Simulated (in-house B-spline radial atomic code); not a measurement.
The beryllium ion Be⁺ is squeezed into an impenetrable sphere of radius R (the orbitals vanish at R). No spin polarisation. Method: non-relativistic Hartree-Fock, average of configuration, point nucleus. Calculated with an all-electron radial atomic-structure program (B-spline basis).

Energies in eV above the free ion in [He] 2s1:

| R (bohr) | highest level (eV) | [He] 2s1 | [He] 2p1 | -dE/dV in [He] 2s1 (GPa) |
| --- | --- | --- | --- | --- |
| 8.15 | -18.1 | 0.001771 | 3.994 | 0.00419 |
| 6.77 | -18.1 | 0.02054 | 4.039 | 0.0662 |
| 5.41 | -17.9 | 0.1934 | 4.313 | 0.897 |
| 4.2 | -16.9 | 1.221 | 5.481 | 8.81 |
| 3.65 | -15.4 | 2.742 | 6.926 | 26 |
| 3.21 | -12.9 | 5.246 | 9.061 | 65.1 |
| 2.52 | -3.08 | 15.07 | 16.37 | 325 |
| 2.39 | 0.412 | 18.58 | 18.77 | 456 |
| 1.81 | 32.4 | 50.99 | 39.02 | 2520 |
| 1.33 | 116 | 138.3 | 89.28 | 15600 |

Task: Does [He] 2p1 fall below [He] 2s1 under compression?

Result: Yes, between R = 2.39 and 1.81 bohr the order changes (near 2.38 bohr by linear interpolation).

The highest level is first positive in the row R = 2.39 bohr, pushed up by confinement above the zero of the free ion's potential. Each configuration is held fixed and needn't be the lowest in the sphere.
